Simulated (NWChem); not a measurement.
System: C₆H₅O, doublet; SMILES c1cc(O)cc[c]1

Input file for NWChem:

```
start job
memory heap 200 mb stack 900 mb global 1100 mb
geometry units angstroms
  O      2.140656    -0.620245    -0.176620
  C      0.839630    -0.224809    -0.068883
  C     -0.137438    -1.215103    -0.019426
  C     -1.476413    -0.858881     0.090240
  C     -1.772982     0.471875     0.145209
  C     -0.854503     1.477307     0.100688
  C      0.486906     1.118293    -0.009219
  H      2.716501     0.153375    -0.200344
  H      0.161753    -2.250475    -0.067440
  H     -2.239919    -1.620342     0.128529
  H     -1.135512     2.518274     0.147384
  H      1.250759     1.884882    -0.047868
end
basis spherical
  * library def2-svp
end
dft
  odft
  mult 2
  xc xpbe96 cpbe96
  disp vdw 4
  iterations 150
end
driver
  maxiter 120
end
task dft optimize
```

In the optimisation the excess spin sits in a' (Cs, its own frame). Not confirmed as a minimum by frequencies.

The level has its own optimisation. Brackets give each atom's bonded neighbours.

Task: Predict the main results of this run. (PBE-D3(BJ)/def2-SVP, spin-unrestricted.) Quantities: r C–O (Å); r H–O (Å); r C–C [C(CCH)–C(CCO)] (Å); r C–C [C(CC)–C(CCH)] (Å); dipole (D).

Result: 
- r C–O (Å) = 1.363
- r H–O (Å) = 0.975
- r C–C [C(CCH)–C(CCO)] (Å) = 1.411
- r C–C [C(CC)–C(CCH)] (Å) = 1.385
- dipole (D) = 1.73
